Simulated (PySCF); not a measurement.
Compound: CrCl2 (quintet state).
Geometry (PBE0-D3(BJ)/def2-SVP, Å), atoms numbered from 1 in this order:
```
atom  x, y, z in Å
Cr1    0.4024   -0.3124   -0.0322
Cl2   -0.1700   -0.0159    2.0518
Cl3   -0.2488    0.2311   -2.0396
```

Method: PBE0-D3(BJ)/def2-SVP geometry optimisation, gas phase in PySCF 2.14.0.

(1) Which atoms are bound to Cr1, and at what distances?

(2) What is the shape at Cr1?

(3) What are the rotational constants (commonest isotopes, rigid rotor)?

Results:

(1) 2 atoms: Cl3 2.179 Å, Cl2 2.181 Å.

(2) Bent: angle 140.1°. Differences among atoms that C2v makes equivalent are scatter left by the optimiser.

(3) A = 30710, B = 1720, C = 1629 MHz: a near-prolate asymmetric top.

Point group: C2v (tolerance 0.08 Å). Charge 0, quintet. ⟨S²⟩ = 6.055 (exact for a quintet: 6.00). No frequency check.

Hardware: an Arm Neoverse V1 with one thread, no GPU, shared host. Cost: 57 s of wall time, 0.30 GiB resident at most. This is the geometry optimisation.
